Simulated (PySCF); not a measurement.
Bonding in `C[C@@H]1C[P@]1(=O)C1CCC1`

Compound: C7H13OP.
Atom-mapped SMILES: `[CH3:1][C@@H:2]1[CH2:3][P@:4]1(=[O:5])[CH:6]1[CH2:7][CH2:8][CH2:9]1` (hydrogens: H10, H11, H12 on C1; H13 on C2; H14, H15 on C3; H16 on C6; H17, H18 on C7; H19, H20 on C8; H21, H22 on C9)

Structure used (GFN2-xTB), in Å, numbered top down from 1:
```
atom  x, y, z in Å
C1    -2.368    0.943    1.112
C2    -2.196   -0.253    0.213
C3    -1.584   -1.549    0.842
P4    -0.641   -0.830   -0.529
O5    -0.599   -1.454   -1.858
C6     0.856    0.078    0.022
C7     2.165   -0.678   -0.255
C8     2.707    0.558   -0.987
C9     1.300    1.173   -0.960
H10   -1.475    1.118    1.706
H11   -2.575    1.839    0.529
H12   -3.204    0.778    1.793
H13   -3.061   -0.451   -0.415
H14   -1.243   -1.446    1.862
H15   -2.122   -2.470    0.664
H16    0.742    0.413    1.050
H17    2.719   -1.010    0.620
H18    2.007   -1.524   -0.924
H19    3.426    1.120   -0.395
H20    3.125    0.376   -1.974
H21    1.223    2.198   -0.600
H22    0.788    1.089   -1.918
```

Bond orders from the PBE0/pcSseg-1 density (PySCF). The structure is a single GFN2-xTB conformer in the gas phase; no vibrational or solvent corrections.

Problem. How far do the computed orders between heavy atoms stray from the drawn ones?

Solution. The largest departure is 0.168, at P4–O5 (drawn double, 1.832). Drawn single, order below 0.88: C2–C3 (0.875), C3–P4 (0.874), P4–C6 (0.866) and P4–C2 (0.853).

Problem. Give the Mayer order of every bond between heavy atoms, beside its length.

Solution. 
```tsv
bond	drawn as	length (Å)	Mayer order
C1–C2	single	1.506	1.021
C2–C3	single	1.565	0.875
C3–P4	single	1.812	0.874
P4–O5	double	1.469	1.832
P4–C6	single	1.835	0.866
C6–C7	single	1.537	0.986
C7–C8	single	1.535	1.048
C8–C9	single	1.535	1.048
P4–C2	single	1.816	0.853
C9–C6	single	1.537	0.984
```

By pair of heavy elements: C–C: lowest C2–C3 (0.875, 1.565 Å), highest C7–C8 and C8–C9 (1.048, 1.535 Å); in 2 of the 15 pairs the longer bond (by over 0.003 Å) has the higher order (by 0.02 or more). C–P: lowest P4–C2 (0.853, 1.816 Å), highest C3–P4 (0.874, 1.812 Å). Bonds named together lie within 0.004.

Problem. And the bonds to hydrogen?

Solution. C–H: 0.92 to 0.96 (13 bonds).

Problem. Sum the orders of all bonds at each heavy atom with more than one neighbour and set the sums beside the valence in the SMILES.

Solution. C1 3.900 (drawn 4), C2 3.686 (drawn 4), C3 3.630 (drawn 4), P4 4.425 (drawn 5), C6 3.759 (drawn 4), C7 3.924 (drawn 4), C8 4.001 (drawn 4), C9 3.923 (drawn 4). Orders between atoms that aren't bonded are not in these sums.

Mayer orders depend on the basis set.
